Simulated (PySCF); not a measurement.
These are PBE-D3(BJ)/def2-TZVP // B3LYP-D3(BJ)/def2-TZVP run with PySCF values and carry that method's errors. All species are isolated molecules in the gas phase. One relaxed conformer stands for a flexible species; it need not be the lowest. 

Reference species (SMILES): `S[Si](S)(S)S` (neutral, multiplicity 1).

```json
{
 "LUMO": "-1.41 eV",
 "S1 oscillator strength": "0.005"
}
```

Changed species: `S[Si](Br)(Br)Br` (H–S–Si–Br torsion 60°) (1 of 4 Br replaced by SH; the reference has 4 of 4 Br replaced by SH).

Task: What does the change do to the LUMO and S1 oscillator strength?

Result: the LUMO falls by 0.96 eV, to -2.37 eV; the S1 oscillator strength is nearly the same.
